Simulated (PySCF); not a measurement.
C₃H₆OSi, SMILES C[Si@@H](O)C#C. Geometry: PBE-D3(BJ)/def2-SVP. The structure was generated by enumeration; whether it is a known compound was not checked. Other conformers were not sampled.

Computed equilibrium geometry at PBE-D3(BJ)/def2-SVP (PySCF confirms it by a frequency run) as Cartesian coordinates in Å (one conformer of several):
```xyz
11

C      2.4246     0.8326     0.5147
C      1.2796     0.3953     0.4156
Si    -0.4366    -0.2731     0.2561
C     -1.5989     1.0558    -0.3566
O     -0.4722    -1.5125    -0.8830
H      3.4314     1.2208     0.6022
H     -0.8353    -0.7741     1.6196
H     -1.2628     1.4358    -1.3418
H     -2.6260     0.6536    -0.4662
H     -1.6282     1.9048     0.3554
H      0.1787    -2.2201    -0.7337
```
